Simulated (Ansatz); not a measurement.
Search for a first-order saddle point of ZnH3ClO, closed shell.

Input (in.yaml):

```yaml
crystal:
  periodic: [false, false, false]
  atoms:
    - {symbol: Zn, position_ang: [-0.025084, -0.211179, 0.348971]}
    - {symbol: H, position_ang: [-0.557635, 1.118611, 1.205335]}
    - {symbol: O, position_ang: [0.438460, -1.922051, 0.226889]}
    - {symbol: H, position_ang: [-0.442531, 1.564202, 0.198127]}
    - {symbol: Cl, position_ang: [-0.113387, 1.620769, -1.313007]}
    - {symbol: H, position_ang: [0.700277, -2.170351, -0.666417]}
basis:
  gaussian: {orbitals: def2-TZVP}
hamiltonian: {xc: pbe0, dispersion: d4}
saddle:
  f_tol: 0.01
  max_steps: 50
  order_check: false
  mode_guess:
    - [0.0855, 0.1390, -0.5200]
    - [-0.0416, 0.2615, -0.1072]
    - [-0.0249, 0.0496, 0.0448]
    - [-0.1071, -0.1988, 0.6847]
    - [0.0975, -0.2573, -0.1391]
    - [-0.0093, 0.0060, 0.0368]
```

An equivalent command:

```bash
ansatz run in.yaml --threads 4 --pin off --events-out ev --progress --plain
```

Output of Ansatz 0.2.0:

```
Functional definition: PBE0
  name "PBE0"
  cite "Adamo & Barone, J. Chem. Phys. 110, 6158 (1999) doi:10.1063/1.478522"
  cite "Perdew, Burke & Ernzerhof, Phys. Rev. Lett. 77, 3865 (1996) doi:10.1103/PhysRevLett.77.3865"
  parent pbe
  parameter a = 0.25
  parameter kappa = 0.804
  parameter beta = 0.06672455060314922
  exchange = (1 - a)*pbe_x(kappa = kappa, mu = beta*pi^2/3) + a*exact_x
  correlation = pbe_c(beta = beta)
1092 factors; their error is unknown
mean field evaluation 1: about -63019.2386 eV, gradient 6.8e1 eV
mean field evaluation 2: about -62971.6202 eV, gradient 1.7e2 eV
mean field evaluation 4: about -63025.9377 eV, gradient 1.8e1 eV
mean field evaluation 8: about -63026.2785 eV, gradient 2.3e-1 eV
mean field evaluation 16: about -63026.4016 eV, gradient 2.1e-4 eV
mean field -63026.40163676 eV, -2316.1775393216 hartree, gradient 3.7e-5 eV, S^2 0.000000; 0 other end points of the search recorded, 0 dependent functions left out
the calculation of the forces begins
reference -63026.40166820 eV, -2316.1775404769 hartree; 29, 29 occupied and 105, 105 virtual orbitals, 1092 factors
these checks for a lower state are left out or cut short: stability, starts, cluster_reference, orbital_swaps, neighbouring_geometries, increment
1092 factors; their error is unknown
mean field -63026.40180827 eV, -2316.1775456242 hartree, gradient 1.2e-6 eV, S^2 0.000000; 0 other end points of the search recorded, 0 dependent functions left out
the calculation of the forces begins
reference -63026.40183968 eV, -2316.1775467786 hartree; 29, 29 occupied and 105, 105 virtual orbitals, 1092 factors
these checks for a lower state are left out or cut short: stability, starts, cluster_reference, orbital_swaps, neighbouring_geometries, increment
1092 factors; their error is unknown
mean field evaluation 32: about -63026.4021 eV, gradient 1.2e-6 eV
mean field -63026.40214403 eV, -2316.1775579635 hartree, gradient 1.2e-6 eV, S^2 0.000000; 0 other end points of the search recorded, 0 dependent functions left out
the calculation of the forces begins
reference -63026.40217543 eV, -2316.1775591171 hartree; 29, 29 occupied and 105, 105 virtual orbitals, 1092 factors
saddle step   1: F+E_penalty+E_count = -63026.48152104 eV  max|allowed force component| = 1.939e-1 eV/Å  curvature = -7.1135 eV/Å²  mode residual = 8.49e-1 eV/Å²  Δτ_max = 0.0000 Å  (1 rotations, 3 force calls, 75 SCF iters)  cluster: 3 rotations left out, max|force component along them| = 9.713e-9 eV/Å
saddle step   2: F+E_penalty+E_count = -63026.48273642 eV  max|allowed force component| = 9.103e-2 eV/Å  curvature = -6.9628 eV/Å²  mode residual = 4.75e-1 eV/Å²  Δτ_max = 0.0097 Å  (1 rotations, 3 force calls, 78 SCF iters)  cluster: 3 rotations left out, max|force component along them| = 6.206e-9 eV/Å
saddle step   3: F+E_penalty+E_count = -63026.48316635 eV  max|allowed force component| = 5.400e-2 eV/Å  curvature = -6.9912 eV/Å²  mode residual = 4.53e-1 eV/Å²  Δτ_max = 0.0026 Å  (1 rotations, 3 force calls, 81 SCF iters)  cluster: 3 rotations left out, max|force component along them| = 7.354e-9 eV/Å
saddle step   4: F+E_penalty+E_count = -63026.48357152 eV  max|allowed force component| = 3.097e-2 eV/Å  curvature = -6.9541 eV/Å²  mode residual = 3.97e-1 eV/Å²  Δτ_max = 0.0057 Å  (1 rotations, 3 force calls, 79 SCF iters)  cluster: 3 rotations left out, max|force component along them| = 7.886e-9 eV/Å
saddle step   5: F+E_penalty+E_count = -63026.48358507 eV  max|allowed force component| = 2.181e-2 eV/Å  curvature = -6.9661 eV/Å²  mode residual = 2.80e-1 eV/Å²  Δτ_max = 0.0026 Å  (1 rotations, 3 force calls, 80 SCF iters)  cluster: 3 rotations left out, max|force component along them| = 7.446e-9 eV/Å
saddle step   6: F+E_penalty+E_count = -63026.48359851 eV  max|allowed force component| = 5.702e-3 eV/Å  curvature = -6.9576 eV/Å²  mode residual = 2.52e-1 eV/Å²  Δτ_max = 0.0008 Å  (1 rotations, 8 force calls, 188 SCF iters)  cluster: 3 rotations left out, max|force component along them| = 3.378e-9 eV/Å
saddle step   7: F+E_penalty+E_count = -63026.48360049 eV  max|allowed force component| = 7.361e-4 eV/Å  curvature = -6.8748 eV/Å² (error put at 0.0050; -6.8796 at half of saddle.amplitude)  mode residual = 1.63e-1 eV/Å²  Δτ_max = 0.0013 Å  (1 rotations, 8 force calls, 187 SCF iters)  cluster: 3 rotations left out, max|force component along them| = 7.783e-8 eV/Å
Total energy: -63026.48363193 eV, -2316.1805525885 hartree
Atom 0 at    -0.027176    -0.209188     0.354746 Å, force     0.000104    -0.000265    -0.000052 eV/Å
Atom 1 at    -0.554695     1.116651     1.196576 Å, force    -0.000062     0.000338     0.000121 eV/Å
Atom 2 at     0.436498    -1.918301     0.224568 Å, force     0.000038    -0.000073    -0.000736 eV/Å
Atom 3 at    -0.440233     1.553073     0.202490 Å, force    -0.000020     0.000083    -0.000062 eV/Å
Atom 4 at    -0.115694     1.630422    -1.316273 Å, force    -0.000005    -0.000270     0.000174 eV/Å
Atom 5 at     0.701401    -2.172656    -0.662209 Å, force    -0.000054     0.000188     0.000554 eV/Å
Dipole moment:    -0.049563     0.099842     0.105822 e Å

[the SCF lines of later steps are left out]
```

The lines “mean field evaluation” count trial sets of orbitals through the whole run, from several starts and some on an approximate energy, so they need not fall steadily or lie above the final value.

Hardware: 4 CPU threads, shared host. Wall time about 32 s.
